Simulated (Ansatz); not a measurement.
Reaction (isomerisation): `N[CH2][GeH]([F])[SH]` → `[CH3][Ge]([NH2])([F])[SH]`

Computed with Ansatz on PBE0-D4/def2-TZVP structures; ΔE is electronic, products minus reactants. CBS: MP2 limit from def2 TZ/QZ plus the TZ coupled-cluster correction, frozen cores. DFT in def2-TZVPP. For Ge outer-core shells are correlated without core-valence functions, which leaves a few kJ/mol of doubt a bond. Scalar relativity is left out up to krypton. One conformer a species, not always the lowest.

CCSD(T)/CBS gives -28.0 kcal/mol.

Another level gave -27.6 kcal/mol. Which?
A. r2SCAN/def2-TZVPP
B. PBE/def2-TZVPP
C. SCS-MP2/def2-TZVPP
D. PBE0/def2-TZVPP

A. r2SCAN -27.6, PBE0 -26.0, PBE -24.9, SCS-MP2/def2-TZVPP -28.9 kcal/mol.

Largest T1 diagnostic among the species: 0.011.

From PBE to PBE0 (25 % exact exchange), in def2-TZVPP and without D4, ΔE moves by −1.1 kcal/mol.
